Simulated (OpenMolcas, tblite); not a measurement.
## How methods differ on SiNH4O2 (SMILES N[Si](O)O)

The species is SiNH4O2 (8 atoms), meant as a doublet with charge 0. SMILES: `N[Si](O)O`. Geometry: relaxed at PBE0-D4/def2-TZVP. This is one conformer, not always the lowest.

```xyz
8

N    -0.4980    1.2670    0.1293
Si    0.0960   -0.2436   -0.3760
O     1.6416   -0.2883    0.2026
O    -0.9565   -1.3347    0.2779
H     0.0712    2.0940    0.0651
H    -1.4836    1.4674    0.1105
H     2.2509   -0.8480   -0.2809
H    -1.0294   -2.1710   -0.1842
```

Quantity: the vertical ionisation energy (to the singlet cation), in eV. The values are calculated.

```json
{"level": "GFN2-xTB", "kind": "semi-empirical", "program": "tblite", "value (eV)": "10.79", "less CCSD(T)/cc-pVDZ": "+3.78", "CPU time (all runs)": "under 2 s"}
{"level": "UHF/cc-pVDZ", "kind": "Hartree–Fock", "program": "OpenMolcas", "value (eV)": "7.46", "less CCSD(T)/cc-pVDZ": "+0.45", "CPU time (all runs)": "19 s"}
{"level": "USVWN5/cc-pVDZ", "kind": "LDA", "program": "OpenMolcas", "value (eV)": "7.06", "less CCSD(T)/cc-pVDZ": "+0.05", "CPU time (all runs)": "52 s"}
{"level": "UPBE/cc-pVDZ", "kind": "GGA", "program": "OpenMolcas", "value (eV)": "7.02", "less CCSD(T)/cc-pVDZ": "+0.01", "CPU time (all runs)": "94 s"}
{"level": "U-r2SCAN/cc-pVDZ", "kind": "meta-GGA", "program": "OpenMolcas", "value (eV)": "7.31", "less CCSD(T)/cc-pVDZ": "+0.30", "CPU time (all runs)": "1.9 min"}
{"level": "UB3LYP/cc-pVDZ", "kind": "global hybrid", "program": "OpenMolcas", "value (eV)": "7.28", "less CCSD(T)/cc-pVDZ": "+0.27", "CPU time (all runs)": "90 s"}
{"level": "UBHLYP/cc-pVDZ", "kind": "global hybrid", "program": "OpenMolcas", "value (eV)": "7.50", "less CCSD(T)/cc-pVDZ": "+0.49", "CPU time (all runs)": "72 s"}
{"level": "ROCCSD(T)/cc-pVDZ", "kind": "coupled cluster or CI", "program": "OpenMolcas", "value (eV)": "7.01", "less CCSD(T)/cc-pVDZ": "0.00", "CPU time (all runs)": "1.7 min"}
```

Differences are taken from ROCCSD(T)/cc-pVDZ for orientation; it has basis-set and higher-order errors of its own. The values span 7.01 to 10.79 eV. The xTB values lack the empirical shift that such differences need. CPU times are rough (shared hosts, several kinds of processor and program).
